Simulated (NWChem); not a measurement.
System: MoH2S3O; SMILES [OH][Mo]([SH])(=[S])=[S]

The following NWChem deck was run.

```
start job
memory heap 200 mb stack 900 mb global 1100 mb
geometry units angstroms
  Mo     0.098771    -0.116906    -0.212364
  S      1.661693    -1.090602     0.803538
  S     -1.770738    -0.818930     0.431414
  O      0.330887    -0.317786    -2.042386
  H     -0.407045    -0.348400    -2.665961
  S      0.068432     2.117704     0.393541
  H      1.410994     2.288677     0.316916
end
basis spherical
  * library sto-3g
end
dft
  xc hfexch
  iterations 150
end
driver
  maxiter 120
end
task dft optimize
```

Output (shortened):

```
             Northwest Computational Chemistry Package (NWChem) 7.3.0
             --------------------------------------------------------

 C1  symmetry detected

                             Geometry "geometry" -> ""
                             -------------------------

 Output coordinates in angstroms (scale by  1.889725989 to convert to a.u.)

  No.       Tag          Charge          X              Y              Z
 ---- ---------------- ---------- -------------- -------------- --------------
    1 Mo                  42.0000    -0.02023673    -0.09765559    -0.19644295
    2 S                   16.0000     1.30103154    -1.47739987     0.68300109
    3 S                   16.0000    -1.93746255    -0.25088207     0.64207868
    4 O                    8.0000    -0.03763918    -0.34381502    -2.03554975
    5 H                    1.0000    -0.81309229    -0.16206656    -2.58324181
    6 S                   16.0000     0.63676109     2.05169744     0.36047589
    7 H                    1.0000     1.95886702     1.83947362     0.14935303

 Effective nuclear repulsion energy (a.u.)     804.6707599187

                                Z-matrix (autoz)
                                --------

 Units are Angstrom for bonds and degrees for angles

      Type          Name      I     J     K     L     M      Value
      ----------- --------  ----- ----- ----- ----- ----- ----------
    1 Stretch                  1     2                       2.10306
    2 Stretch                  1     3                       2.09818
    3 Stretch                  1     4                       1.85559
    4 Stretch                  1     6                       2.31550
    5 Stretch                  4     5                       0.96661
    6 Stretch                  6     7                       1.35557
    7 Bend                     1     4     5               122.96735
    8 Bend                     1     6     7                95.39100
    9 Bend                     2     1     3               111.04159
   10 Bend                     2     1     4               109.47032
   11 Bend                     2     1     6               109.27788
   12 Bend                     3     1     4               112.19967
   13 Bend                     3     1     6               103.35219
   14 Bend                     4     1     6               111.35728
   15 Torsion                  2     1     4     5         149.69866
   16 Torsion                  2     1     6     7          43.52855
   17 Torsion                  3     1     4     5          25.94760
   18 Torsion                  3     1     6     7         161.82007
   19 Torsion                  4     1     6     7         -77.53077
   20 Torsion                  5     4     1     6         -89.35464

  xc_inp: hfexch multiplicative factor not found.

                           NWChem Geometry Optimization
                           ----------------------------

 maximum gradient threshold         (gmax) =   0.000450
 rms gradient threshold             (grms) =   0.000300
 maximum cartesian step threshold   (xmax) =   0.001800
 rms cartesian step threshold       (xrms) =   0.001200
 fixed trust radius                (trust) =   0.300000
 source of zmatrix                         =   autoz

          -------------------
          Energy Minimization
          -------------------

 Using diagonal initial Hessian
 Scaling for Hessian diagonals: bonds = 1.00  angles = 0.25  torsions = 0.10

          --------
          Step   0

                                 NWChem DFT Module
                                 -----------------

 Summary of "ao basis" -> "ao basis" (spherical)
 ------------------------------------------------------------------------------
       Tag                 Description            Shells   Functions and Types
 ---------------- ------------------------------  ------  ---------------------
 Mo                          sto-3g                 11       27   5s4p2d
 S                           sto-3g                  5        9   3s2p
 O                           sto-3g                  3        5   2s1p
 H                           sto-3g                  1        1   1s

[...]

      ----------------------
      Optimization converged
      ----------------------

  Step       Energy      Delta E   Gmax     Grms     Xrms     Xmax
  ---- ---------------- -------- -------- -------- -------- --------
@   11   -5190.64142509 -5.9D-08  0.00001  0.00000  0.00020  0.00038
                                     ok       ok       ok       ok

                                Z-matrix (autoz)
                                --------

 Units are Angstrom for bonds and degrees for angles

      Type          Name      I     J     K     L     M      Value     Gradient
      ----------- --------  ----- ----- ----- ----- ----- ---------- ----------
    1 Stretch                  1     2                       2.00864    0.00001
    2 Stretch                  1     3                       2.00821   -0.00000
    3 Stretch                  1     4                       1.79059   -0.00001
    4 Stretch                  1     6                       2.26691    0.00001
    5 Stretch                  4     5                       0.98207   -0.00000
    6 Stretch                  6     7                       1.33123    0.00000
    7 Bend                     1     4     5               122.57514   -0.00000
    8 Bend                     1     6     7                96.70320   -0.00000
    9 Bend                     2     1     3               111.12656    0.00000
   10 Bend                     2     1     4               108.45724    0.00000
   11 Bend                     2     1     6               109.82990   -0.00000
   12 Bend                     3     1     4               112.26055   -0.00000
   13 Bend                     3     1     6               106.15291    0.00000
   14 Bend                     4     1     6               108.96950    0.00000
   15 Torsion                  2     1     4     5         145.61123    0.00000
   16 Torsion                  2     1     6     7          43.37270    0.00000
   17 Torsion                  3     1     4     5          22.43653   -0.00000
   18 Torsion                  3     1     6     7         163.59404    0.00000
   19 Torsion                  4     1     6     7         -75.30189   -0.00000
   20 Torsion                  5     4     1     6         -94.85816   -0.00000

                         Geometry "geometry" -> "geometry"
                         ---------------------------------

 Output coordinates in angstroms (scale by  1.889725989 to convert to a.u.)

  No.       Tag          Charge          X              Y              Z
 ---- ---------------- ---------- -------------- -------------- --------------
    1 Mo                  42.0000    -0.03270464    -0.09254447    -0.17553438
    2 S                   16.0000     1.22760707    -1.42835316     0.63802294
    3 S                   16.0000    -1.88139720    -0.28528812     0.58479179
    4 O                    8.0000    -0.00592101    -0.29804764    -1.95409584
    5 H                    1.0000    -0.80157535    -0.16385944    -2.51391310
    6 S                   16.0000     0.64242893     2.01078583     0.33348417
    7 H                    1.0000     1.93979108     1.81665895     0.10691859

 Effective nuclear repulsion energy (a.u.)     833.7342453740

                Final and change from initial internal coordinates
                --------------------------------------------------

                                Z-matrix (autoz)
                                --------

 Units are Angstrom for bonds and degrees for angles

      Type          Name      I     J     K     L     M      Value       Change
      ----------- --------  ----- ----- ----- ----- ----- ---------- ----------
    1 Stretch                  1     2                       2.00864   -0.09442
    2 Stretch                  1     3                       2.00821   -0.08997
    3 Stretch                  1     4                       1.79059   -0.06499
    4 Stretch                  1     6                       2.26691   -0.04858
    5 Stretch                  4     5                       0.98207    0.01547
    6 Stretch                  6     7                       1.33123   -0.02435
    7 Bend                     1     4     5               122.57514   -0.39222
    8 Bend                     1     6     7                96.70320    1.31220
    9 Bend                     2     1     3               111.12656    0.08496
   10 Bend                     2     1     4               108.45724   -1.01307
   11 Bend                     2     1     6               109.82990    0.55202
   12 Bend                     3     1     4               112.26055    0.06088
   13 Bend                     3     1     6               106.15291    2.80072
   14 Bend                     4     1     6               108.96950   -2.38778
   15 Torsion                  2     1     4     5         145.61123   -4.08742
   16 Torsion                  2     1     6     7          43.37270   -0.15585
   17 Torsion                  3     1     4     5          22.43653   -3.51107
   18 Torsion                  3     1     6     7         163.59404    1.77397
   19 Torsion                  4     1     6     7         -75.30189    2.22888
   20 Torsion                  5     4     1     6         -94.85816   -5.50352

[...]
```

Level: Hartree-Fock/STO-3G, non-relativistic.
